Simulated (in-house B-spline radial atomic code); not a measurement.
**B97-1 excitations of Ga3+**

Method: B97-1. Computed with a B-spline radial code for spherical atoms: linear response of the closed shell [Ar] 3d10 with the functional's adiabatic kernel; non-relativistic, point nucleus, no spin-orbit coupling, no double excitations, S, P, D and F terms only. Only terms of natural parity with L up to 3 were computed.

Without relativity these are model numbers for so heavy an element.

Command:
```bash
python run_td.py task.json out
```
Settings (radii: box in bohr, nucleus in fm):
```
Z                        31
electrons                28
configuration            [Ar] 3d10
hamiltonian              nr
method                   b97_1
box_radius               23.08
intervals                55
```

Time taken, with all properties: 1 s on 1 thread of Intel(R) Xeon(R) Platinum 8488C (Sapphire Rapids), with other jobs on the host.

The lowest states, in the order of their Tamm-Dancoff energies; the method's threshold (minus the highest occupied level) is 55.70 eV. Labels give the largest channel, * marks a mixed state, and oscillator strengths are full-response dipole values. Semilocal kernels can invert the small singlet-triplet splittings of Rydberg terms. Energies in eV:

```csv
state,full response,Tamm-Dancoff,oscillator strength
3d → 4s 3D,17.876,17.893,-
3d → 4s 1D,18.297,18.304,-
3d → 4p 3P,26.813,26.834,-
3d → 4p 3F,26.917,26.931,-
3d → 4p 1F,27.057,27.059,-
3d → 4p 1P,27.902,27.973,0.511
3d → 4d 3S,38.52,38.55,-
3d → 4d 3D,39.09,39.10,-
3d → 4d 1D,?,?,-
3d → 5s 3D,39.93,39.94,-
3d → 5s 1D,40.13,40.13,-
3d → 4d 1S,41.54,41.86,-
3d → 5p 3P,42.68,42.68,-
3d → 5p 3F,42.76,42.77,-
3d → 5p 1F,42.89,42.89,-
3d → 5p 1P,43.06,43.08,0.0508
3d → 4f 3P,46.15,46.15,-
3d → 4f 3F,46.30,46.31,-
3d → 4f 1F,46.38,46.38,-
3d → 4f 1P,46.41,46.42,0.199
3d → 5d 3S,?,?,-
3d → 5d 3D,46.85,46.86,-
```

Where does 3d → 4d 1D lie?

At 39.43 eV in full response, 39.44 eV in Tamm-Dancoff.

Where does 3d → 5d 3S lie?

At 46.74 eV in full response, 46.75 eV in Tamm-Dancoff.

How large is the singlet-triplet splitting of 3d → 4s (D terms) in Tamm-Dancoff?

0.411 eV, from the unrounded values.

What polarisabilities and dispersion coefficient does the method give?

Dipole 1.378 bohr³, quadrupole 2.79 bohr⁵, C6 3.058 hartree·bohr⁶ for two such species.
